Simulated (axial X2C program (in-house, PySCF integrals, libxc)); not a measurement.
Worked dissociation energy of BeTe: PBE0, two-component

Calculated with an in-house all-electron X2C program for linear molecules (integrals from PySCF). Two-component (2c) means X2C with spin–orbit coupling and atomic mean-field two-electron Coulomb and Gaunt terms. Basis: Te dyall-cv3z [11s12p8d4f1g], Be dyall-cv3z [8s8p3d1f] (cores contracted in-house); Gaussian nuclei, density fitting, unrestricted open shells. Masses: Te 129.906 u, Be 9.012 u.

Molecular state: Ω = 0 (closed shell).

| Quantity | Value |
| --- | --- |
| E(Te) (2M_J = 4) | -6790.598342 hartree |
| E(Be) (2M_J = 0) | -14.638860 hartree |
| E(BeTe) at Re | -6805.314851 hartree |
| ωe | 710.6 cm⁻¹ |
| ωexe | 4.98 cm⁻¹ |

Q: Work out De and D0.

A: De = -6790.598342 + (-14.638860) − (-6805.314851) = 0.07765 hartree = 2.113 eV. The zero-point energy is ωe/2 − ωexe/4 = 354 cm⁻¹ = 0.044 eV, so D0 = 2.069 eV.

One determinant describes the state; a PBE0 search over occupations chose it and may have missed a lower one. The closed shell is kept restricted, so the energy runs too high when the bond is stretched far. Dissociation energies refer to the lowest single-determinant-based atoms at the same level and basis. The functionals have no current-density term, which raises determinants with orbital currents, atoms included.

Each atomic determinant is the lowest at this level and need not be a pure J level. Totals compare only within one Hamiltonian and basis.
